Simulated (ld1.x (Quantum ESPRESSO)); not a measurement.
## Reading a pseudo-wave (Mo)

Columns: radius, all-electron u(r) and pseudo u(r) of the 4d shell (level -3.75 eV) of molybdenum in the configuration [Ar] 3d10 4s2 4p6 4d5 5s1 5p0; PBE, scalar-relativistic, TM semilocal scheme, ld1.x (Quantum ESPRESSO) 7.5.

| r (bohr) | all-electron | pseudo |
| --- | --- | --- |
| 0.115 | 0.1576 | -0.0024 |
| 0.230 | 0.3326 | -0.0188 |
| 0.345 | 0.2937 | -0.0598 |
| 0.460 | 0.1222 | -0.1299 |
| 0.575 | -0.0873 | -0.2266 |
| 0.690 | -0.2832 | -0.3406 |
| 0.805 | -0.4447 | -0.4586 |
| 0.920 | -0.5668 | -0.5668 |
| 1.035 | -0.6514 | -0.6542 |
| 1.150 | -0.7040 | -0.7147 |
| 1.265 | -0.7312 | -0.7479 |
| 1.380 | -0.7393 | -0.7575 |
| 1.495 | -0.7335 | -0.7491 |
| 1.610 | -0.7180 | -0.7290 |
| 1.725 | -0.6960 | -0.7023 |
| 1.840 | -0.6698 | -0.6726 |
| 1.955 | -0.6411 | -0.6420 |
| 2.070 | -0.6112 | -0.6114 |
| 2.185 | -0.5810 | -0.5810 |
| 2.300 | -0.5511 | -0.5511 |
| 2.415 | -0.5218 | -0.5218 |
| 2.530 | -0.4934 | -0.4934 |
| 2.645 | -0.4662 | -0.4662 |
| 2.760 | -0.4400 | -0.4400 |
| 2.875 | -0.4151 | -0.4151 |
| 2.990 | -0.3914 | -0.3914 |

Q: How many radial nodes do the two functions have?

A: The all-electron 4d function has n − l − 1 = 1; the pseudo-wave has 0, since the states of the same l below it are removed with the core.

Q: At about which radius was the pseudo-wave matched?

A: 2.30 bohr. The columns agree to 0.0005 from 2.07 bohr on; several derivatives are matched, so the curves merge somewhat inside the radius.

Q: Is the pseudo-wave norm-conserving?

A: Yes: the TM semilocal scheme keeps the norm inside the radius equal to the all-electron one, which fixes the energy derivative of the logarithmic derivative at the level.
